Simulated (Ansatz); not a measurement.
```xyz
6

Cl    1.858    1.181   -0.516
Nb    0.000    0.000    0.000
Cl   -1.041    1.943    0.701
Cl   -1.614   -0.304   -1.554
Cl    1.041   -1.943   -0.701
Cl   -0.244   -0.877    2.070
```

Total charge 0; spin multiplicity 1. Nb takes the def2 core potential.

Q: List the PBE/def2-TZVPP orbital energies in eV (Ansatz). (An estimate is asked.)

A: Ansatz gave: Occupied: -2739.91, -2739.91, -2739.91, -2739.35, -2739.35, -250.48, -250.48, -250.48, -249.93, -249.93, -191.12, -191.12, -191.12, -191.05, -191.05, -191.05, -191.02, -191.02, -191.01, -190.54, -190.54, -190.50, -190.50, -190.50, -190.50, -63.89, -39.41, -39.41, -39.34, -21.19, -20.84, -20.84, -20.53, -20.22, -10.73, -10.57, -10.50, -10.50, -10.23, -10.23, -9.37, -9.33, -9.33, -8.73, -8.23, -8.23, -8.19, -7.81, -7.81. Lowest empty: -4.86, -4.86, -3.96, -3.96, -1.83, -0.33, 0.58, 0.58.
